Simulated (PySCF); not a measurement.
bromine monochloride cation (BrCl), SMILES ClBr (connectivity only; charge and spin as stated), charge +1, multiplicity 2. Atoms are numbered in the order given.

```xyz
2

Cl     0.0000     0.0000    -1.3827
Br     0.0000     0.0000     0.6716
```
Charge +1, spin multiplicity 2.

Geometry optimised at r2SCAN-D4/def2-TZVP. The multiplicity is an assumed one; other spin states were not compared.

These are B3LYP/def2-TZVPD in PySCF values and carry that method's errors.

Mulliken values depend strongly on the basis, most of all with diffuse functions as here. ESP charges are fitted to the potential on shells at 1.4 to 2.0 van der Waals radii. Atomic charges (e):

```tsv
atom	ESP fit	meta-Löwdin	Mulliken	Mulliken spin
Cl1	___	0.34	0.34	0.39
Br2	___	0.66	0.66	0.61
```

Task: Complete the blanks. (Estimate from the structure and the level; the computed values follow.)

Result: 
- Cl1, ESP fit: 0.38
- Br2, ESP fit: 0.62
